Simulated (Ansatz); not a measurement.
ZrO (SMILES [O][Zr]): the energy, rung by rung

The species is ZrO (2 atoms), meant as a singlet with charge 0. As SMILES, `[O][Zr]`. The bond length is the measured one. The run starts from this shape.

```tsv
atom	x (Å)	y (Å)	z (Å)
O	0.0000	0.0000	0.0000
Zr	0.0000	0.0000	1.7116
```

Quantity: the adiabatic ionisation energy (to the doublet cation, no zero-point term), in eV. The values are calculated.

```csv
level,kind,program,value (eV)
SVWN5/def2-TZVP (core potential),LDA,Ansatz,7.19
PBE-D3(BJ)/def2-TZVP (core potential),GGA,Ansatz,6.76
r2SCAN/def2-TZVP (core potential),meta-GGA,Ansatz,6.36
B3LYP-D4/def2-TZVP (core potential),global hybrid,Ansatz,6.87
wB97X-V/def2-TZVP (core potential),range-separated hybrid,Ansatz,6.49
```

Spin-orbit coupling, which can split open shells on such heavy atoms by tenths of an eV, is left out. The values span 6.36 to 7.19 eV.
